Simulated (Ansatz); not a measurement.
Isolated molecules relaxed with PBE0-D4/def2-TZVP in Ansatz; ΔE leaves out vibrations. CCSD(T)/CBS adds triple-zeta CCSD(T) − MP2 to the extrapolated MP2 energy (def2 sets, frozen cores). This one scheme is used for every species. Functionals use def2-TZVPP. HSE06 is defined as in plane-wave codes. For Ti outer-core shells are correlated without core-valence functions, which leaves a few kJ/mol of doubt a bond. Scalar relativity is left out up to krypton. One conformer a species, not always the lowest.

Consider the ligand exchange at a Ti–N bond: `[NH2][Ti]([OH])([Cl])[Cl]` + HCl → `[OH][Ti]([Cl])([Cl])[Cl]` + NH₃.

| level | ΔE (kcal/mol) | difference from CCSD(T)/CBS |
| --- | --- | --- |
| LDA (SPW92) | -16.8 | -0.4 |
| B97M-V | -19.3 | -2.9 |
| PBE0-D4 | -17.3 | -0.9 |
| revPBE | -18.1 | -1.7 |
| PBE0 | -17.4 | -1.0 |
| HSE06 | -17.5 | -1.1 |
| HF/def2-SVP | -13.6 | 2.8 |
| MP2/def2-SVP | -16.6 | -0.2 |
| SCS-MP2/def2-QZVPP | -17.1 | -0.7 |
| MP2/CBS(def2) | -18.3 | -1.9 |
| CCSD(T)/CBS | -16.4 | 0 |

What do rigid-rotor, harmonic-oscillator terms from PBE0-D4/def2-TZVP frequencies (298.15 K, 1 bar) make of the CCSD(T)/CBS value? (An estimate is asked.)

Computed: ΔZPE = +2.5 kcal/mol, ΔH = -13.9 kcal/mol, ΔS = 3 J/(mol·K), ΔG = -14.1 kcal/mol.

Largest T1 diagnostic among the species: 0.024, so the coupled-cluster value is less sure than usual.

At CCSD(T), def2-SVP lies +1.3 kcal/mol from the extrapolated value and def2-TZVPP +0.3 kcal/mol. From BLYP to BHLYP (50 % exact exchange), in def2-TZVPP and without D4, ΔE moves by +1.0 kcal/mol. Leaving LDA and LC-ωPBE aside and taking each functional with its dispersion term where it has one, the values, not all of them listed here, spread over 3.6 kcal/mol, from B97M-V to CAM-B3LYP-D4. LDA lies +1.0 kcal/mol from PBE without D4.
